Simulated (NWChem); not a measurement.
Program: NWChem. System: H$_{2}$B, charge 0, spin multiplicity 2, at a geometry optimised with UPBE/def2-SVP. The structure started from a generated list of species. Its SCF solution wasn't tested for a lower state. Level: UPBE0/def2-QZVP.

The NWChem input:

```
start mol
memory heap 200 mb stack 900 mb global 1100 mb
geometry units angstroms nocenter noautoz
  B      0.000000     0.000000    -0.148459
  H      1.096540     0.000000     0.371146
  H     -1.096540     0.000000     0.371146
  symmetry group C2v
end
basis spherical
  * library def2-qzvp
end
dft
  xc pbe0
  odft
  mult 2
  semidirect memsize 60000000 filesize 0
  iterations 100
end
task dft energy
```

Output (cleaned and shortened):

```
             Northwest Computational Chemistry Package (NWChem) 7.3.0
             --------------------------------------------------------

                                NWChem Input Module
                                -------------------

 Scaling coordinates for geometry "geometry" by  1.889725989
 (inverse scale =  0.529177249)

 Turning off AUTOSYM since
 SYMMETRY directive was detected!

                             Geometry "geometry" -> ""
                             -------------------------

 Output coordinates in angstroms (scale by  1.889725989 to convert to a.u.)

  No.       Tag          Charge          X              Y              Z
 ---- ---------------- ---------- -------------- -------------- --------------
    1 B                    5.0000     0.00000000     0.00000000    -0.14845900
    2 H                    1.0000     1.09654000     0.00000000     0.37114600
    3 H                    1.0000    -1.09654000     0.00000000     0.37114600

 Effective nuclear repulsion energy (a.u.)       4.6023317199

            Nuclear Dipole moment (a.u.)
            ----------------------------
        X                 Y               Z
 ---------------- ---------------- ----------------
     0.0000000000     0.0000000000    -0.0000056692

      Symmetry information
      --------------------

 Group name             C2v
 Group number             16
 Group order               4
 No. of unique centers     2

      Symmetry unique atoms

     1    2


 Summary of "ao basis" -> "" (spherical)
 ------------------------------------------------------------------------------
       Tag                 Description            Shells   Functions and Types
 ---------------- ------------------------------  ------  ---------------------
 *                         def2-qzvp                  on all atoms

                                 NWChem DFT Module
                                 -----------------

 Summary of "ao basis" -> "ao basis" (spherical)
 ------------------------------------------------------------------------------
       Tag                 Description            Shells   Functions and Types
[...]
 overlap   0.952  1.000  0.892  0.998  0.895  0.997  0.998  0.986  0.982  0.998

   alpha     21     22     23     24     25     26     27     28     29     30
    beta     21     22     23     24     25     26     27     28     29     31
 overlap   0.999  0.999  1.000  1.000  0.998  0.997  0.996  0.984  0.743  0.740

   alpha     31     32     33     34     35     36     37     38     39     40
    beta     30     32     33     35     34     36     38     37     39     40
 overlap   0.998  0.995  0.979  0.973  0.989  0.991  0.995  0.999  0.994  0.916

   alpha     41     42     43     44     45     46     47     48     49     50
    beta     41     42     43     44     45     46     47     48     49     50
 overlap   0.918  0.998  1.000  1.000  0.998  1.000  1.000  1.000  0.999  1.000

   alpha     51     52     53     54     55     56     57     58     59     60
    beta     51     52     53     54     55     56     57     58     59     60
 overlap   1.000  1.000  1.000  0.999  1.000  1.000  0.999  0.998  0.999  0.984

   alpha     61     62     63     64     65     66     67     68     69     70
    beta     61     62     63     64     65     66     67     68     69     71
 overlap   1.000  0.998  0.984  0.981  0.997  0.997  0.996  0.977  0.976  0.908

   alpha     71     72     73     74     75     76     77     78     79     80
    beta     70     72     73     74     75     76     77     79     78     80
 overlap   0.912  0.974  0.996  0.993  0.999  0.998  0.999  0.999  1.000  1.000

   alpha     81     82     83     84     85     86     87     88     89     90
    beta     81     82     83     84     85     86     87     88     89     90
 overlap   0.999  1.000  1.000  1.000  1.000  1.000  1.000  1.000  1.000  1.000

   alpha     91     92     93     94     95     96     97     98     99    100
    beta     91     93     92     94     96     95     97     98     99    100
 overlap   1.000  1.000  1.000  0.999  1.000  1.000  1.000  0.999  1.000  1.000

   alpha    101    102    103    104    105    106    107    108    109    110
    beta    101    102    103    104    105    106    107    108    109    110
 overlap   1.000  1.000  1.000  1.000  1.000  1.000  1.000  1.000  1.000  1.000

   alpha    111    112    113    114    115    116    117
    beta    111    112    113    114    115    116    117
 overlap   1.000  1.000  1.000  1.000  1.000  1.000  1.000

     --------------------------
     Expectation value of S2:
     --------------------------
      <S2> =      0.7520 (Exact =     0.7500)

 center of mass
 --------------
 x =   0.00000000 y =   0.00000000 z =  -0.12859327

 moments of inertia (a.u.)
 ------------------
           1.642642820861           0.000000000000           0.000000000000
           0.000000000000          10.297536790683           0.000000000000
           0.000000000000           0.000000000000           8.654893969822

     Multipole analysis of the density
     ---------------------------------

     L   x y z        total         alpha         beta         nuclear
     -   - - -        -----         -----         ----         -------
     0   0 0 0     -0.000000     -4.000000     -3.000000      7.000000

     1   1 0 0     -0.000000     -0.000000     -0.000000      0.000000
     1   0 1 0     -0.000000     -0.000000      0.000000      0.000000
     1   0 0 1      0.184080      0.615968     -0.431882     -0.000006

     2   2 0 0     -6.198205     -8.013293     -6.772607      8.587695
     2   1 1 0      0.000000      0.000000      0.000000      0.000000
     2   1 0 1     -0.000000     -0.000000     -0.000000      0.000000
     2   0 2 0     -5.034693     -3.141458     -1.893236      0.000000
     2   0 1 1     -0.000000     -0.000000     -0.000000      0.000000
     2   0 0 2     -7.095451     -6.218797     -2.254011      1.377356

 Task  times  cpu:        2.1s     wall:        2.1s

 Total times  cpu:        2.1s     wall:        2.1s
```
